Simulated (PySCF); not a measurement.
BCl, charge +1, doublet, geometry from GFN2-xTB (the spin is typed, not shown lowest); CASCI(7,5)+NEVPT2/def2-SVP (PySCF).

The PySCF input:
```python
from pyscf import gto, scf, mcscf, mrpt
import numpy

mol = gto.Mole()
mol.atom = '''
    B    -0.000000   -0.000000   -1.165988
    Cl    0.000000    0.000000    0.342938
'''
mol.basis = 'def2-svp'
mol.charge = 1
mol.spin = 1
mol.verbose = 4
mol.build()

mf = scf.ROHF(mol)
mf.kernel()
mc = mcscf.CASCI(mf, 5, 7)
mc.fix_spin_(ss=0.75)
mc.kernel()
occ = numpy.linalg.eigvalsh(mc.fcisolver.make_rdm1(mc.ci, mc.ncas, mc.nelecas))[::-1]
ss = mc.fcisolver.spin_square(mc.ci, mc.ncas, mc.nelecas)[0]
print('natural occupations', occ.round(4), ' <S^2>', round(ss, 4))
e2 = mrpt.NEVPT(mc).kernel()
print('E(NEVPT2) = %.10f' % (mc.e_tot + e2))
```

It wrote (shortened):

```
PySCF version 2.14.0

[INPUT] verbose = 4
[INPUT] num. atoms = 2
[INPUT] num. electrons = 21
[INPUT] charge = 1
[INPUT] spin (= nelec alpha-beta = 2S) = 1
[INPUT] symmetry False subgroup None
[INPUT] Mole.unit = angstrom
[INPUT] Symbol           X                Y                Z      unit          X                Y                Z       unit  Magmom
[...]
nuclear repulsion = 29.8093232724468
number of shells = 14
number of NR pGTOs = 60
number of NR cGTOs = 32
basis = def2-svp
ecp = {}

******** <class 'pyscf.scf.rohf.ROHF'> ********
method = ROHF
initial guess = minao
damping factor = 0
level_shift factor = 0
DIIS = <class 'pyscf.scf.diis.CDIIS'>
diis_start_cycle = 1
diis_space = 8
diis_damp = 0
SCF conv_tol = 1e-09
SCF conv_tol_grad = None
SCF max_cycles = 50
direct_scf = True
direct_scf_tol = 1e-13
num. doubly occ = 10  num. singly occ = 1
Set gradient conv threshold to 3.16228e-05
init E= -484.351410127769
[...]
cycle= 1 E= -483.539168518617  delta_E= 0.812  |g|= 0.373  |ddm|= 1.15
[...]
cycle= 2 E= -483.620899725305  delta_E= -0.0817  |g|= 0.151  |ddm|= 0.646
[...]
cycle= 3 E= -483.630554559021  delta_E= -0.00965  |g|= 0.0354  |ddm|= 0.164
[...]
cycle= 4 E= -483.631444326001  delta_E= -0.00089  |g|= 0.00992  |ddm|= 0.0591
[...]
cycle= 5 E= -483.63149776833  delta_E= -5.34e-05  |g|= 0.00191  |ddm|= 0.0137
[...]
cycle= 6 E= -483.631499641687  delta_E= -1.87e-06  |g|= 0.000368  |ddm|= 0.00263
[...]
cycle= 7 E= -483.631499746878  delta_E= -1.05e-07  |g|= 0.000125  |ddm|= 0.000642
[...]
cycle= 8 E= -483.631499758473  delta_E= -1.16e-08  |g|= 1.96e-05  |ddm|= 0.000242
[...]
cycle= 9 E= -483.631499758796  delta_E= -3.24e-10  |g|= 3.07e-06  |ddm|= 4.37e-05
[...]
Extra cycle  E= -483.631499758802  delta_E= -5.91e-12  |g|= 1.11e-06  |ddm|= 4.72e-06
converged SCF energy = -483.631499758802

******** <class 'pyscf.mcscf.casci.CASCI'> ********
CAS (4e+3e, 5o), ncore = 7, nvir = 20
natorb = False
canonicalization = True
sorting_mo_energy = False
******** <class 'pyscf.fci.addons.SpinPenaltyFCISolver'> ********
max. cycles = 200
conv_tol = 1e-08
davidson only = True
linear dependence = 1e-12
level shift = 0.001
max iter space = 12
nroots = 1
pspace_size = 400
spin = None
Density matrix diagonal elements [1.99732701 1.98763335 1.99900582 0.99981651 0.01621731]
CASCI converged
CASCI E = -483.638303196374  E(CI) = -14.6338858666983  S^2 = 0.7500000
natural occupations [2.     1.9974 1.9873 0.9998 0.0156]  <S^2> 0.75

[...]
0 B 2px         -0.10169  -0.00000  -0.39357   0.00000  -0.86485
0 B 2py         -0.37848  -0.00000   0.10574  -0.00000   0.23238
0 B 2pz         -0.00000   0.16524  -0.00000   0.65253   0.00000
0 B 3px         -0.01268  -0.00000  -0.04474  -0.00000   0.14217
0 B 3py         -0.04720  -0.00000   0.01202   0.00000  -0.03820
0 B 3pz         -0.00000   0.08445  -0.00000   0.09603   0.00000
0 B 3dxy        -0.00000  -0.00000   0.00000  -0.00000  -0.00000
0 B 3dyz         0.05799   0.00000  -0.01569   0.00000  -0.00592
0 B 3dz^2        0.00000  -0.05813   0.00000  -0.00605  -0.00000
0 B 3dxz         0.01558   0.00000   0.05838  -0.00000   0.02201
0 B 3dx2-y2      0.00000  -0.00000   0.00000  -0.00000  -0.00000
1 Cl 1s         -0.00000   0.00030  -0.00000   0.00027   0.00000
1 Cl 2s         -0.00000   0.00687  -0.00000   0.00055   0.00000
1 Cl 3s         -0.00000   0.39505  -0.00000   0.01523   0.00000
1 Cl 4s         -0.00000   0.03976  -0.00000   0.03405   0.00000
1 Cl 2px         0.00064   0.00000   0.00238  -0.00000  -0.00004
1 Cl 2py         0.00238   0.00000  -0.00064   0.00000   0.00001
1 Cl 2pz        -0.00000   0.00276  -0.00000  -0.00044  -0.00000
1 Cl 3px         0.23712   0.00000   0.87588  -0.00000  -0.39137
1 Cl 3py         0.88255   0.00000  -0.23532   0.00000   0.10516
1 Cl 3pz        -0.00000   0.83413  -0.00000   0.12290   0.00000
1 Cl 4px        -0.00983  -0.00000  -0.03743   0.00000  -0.04804
1 Cl 4py        -0.03659  -0.00000   0.01006  -0.00000   0.01291
1 Cl 4pz         0.00000  -0.06888   0.00000  -0.01433  -0.00000
1 Cl 3dxy        0.00000   0.00000  -0.00000  -0.00000   0.00000
1 Cl 3dyz       -0.05996  -0.00000   0.01654  -0.00000   0.02482
1 Cl 3dz^2       0.00000  -0.07619   0.00000  -0.02474  -0.00000
1 Cl 3dxz       -0.01611  -0.00000  -0.06157   0.00000  -0.09236
1 Cl 3dx2-y2    -0.00000  -0.00000  -0.00000   0.00000   0.00000
<CAS-nat-orb|mo-hf>  8      10       0.96343176
<CAS-nat-orb|mo-hf>  9      8        0.99997994
<CAS-nat-orb|mo-hf>  10     9        0.96328617
<CAS-nat-orb|mo-hf>  11     11       0.99997994
<CAS-nat-orb|mo-hf>  12     12       0.99984888
Sr    (-1)',   E = -0.02615006409403
Si    (+1)',   E = -0.00019480066948
Sijrs (0)  ,   E = -0.01226065021645
Sijr  (+1) ,   E = -0.00088423587539
Srsi  (-1) ,   E = -0.02930861500964
Srs   (-2) ,   E = -0.09072778736731
Sij   (+2) ,   E = -0.00003688021662
Sir   (0)' ,   E = -0.00617377591967
Nevpt2 Energy = -0.165736809368599
E(NEVPT2) = -483.8040400057
```
